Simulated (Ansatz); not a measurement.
Consider the adduct formation: `CN(C)C` + `[AlH3]` → `C[N+](C)(C)[AlH3-]`.

Computed with Ansatz on PBE0-D4/def2-TZVP structures; ΔE is electronic, products minus reactants. CCSD(T)/CBS adds triple-zeta CCSD(T) − MP2 to the extrapolated MP2 energy (def2 sets, frozen cores). This one scheme is used for every species. DFT in def2-TZVPP.

```
       level  ΔE (kJ/mol)
      PBE-D4       -141.6
  r2SCANh-D4       -151.6
        PBE0       -134.9
MP2/def2-SVP       -152.8
```

(1) What does CCSD(T)/CBS give? (An estimate is asked.)

Largest T1 diagnostic among the species: 0.009.

Results:

(1) Computed: -149.8 kJ/mol. The listed levels differ from it by 8.2, -1.8, 14.9, -3.0 kJ/mol.

The D4 term adds −22.7 kJ/mol with B3LYP and −12.4 kJ/mol with PBE0; it sums over pairs of atoms, weighted by their polarisabilities, and B3LYP, whose exchange is more repulsive, gets the larger term. From PBE to PBE0 (25 % exact exchange), in def2-TZVPP and without D4, ΔE moves by −7.6 kJ/mol. Leaving LDA and LC-ωPBE aside and taking each functional with its dispersion term where it has one, the values, not all of them listed here, spread over 21.5 kJ/mol, from r2SCAN0-D4 to B2PLYP. LDA lies −42.2 kJ/mol from PBE without D4.

CCSD(T)/CBS has its own doubt, a few kJ/mol and more with outer-core shells, so smaller differences from it don't rank the levels.

B3LYP here is the variant with VWN-RPA as its local correlation; programs differ in this.
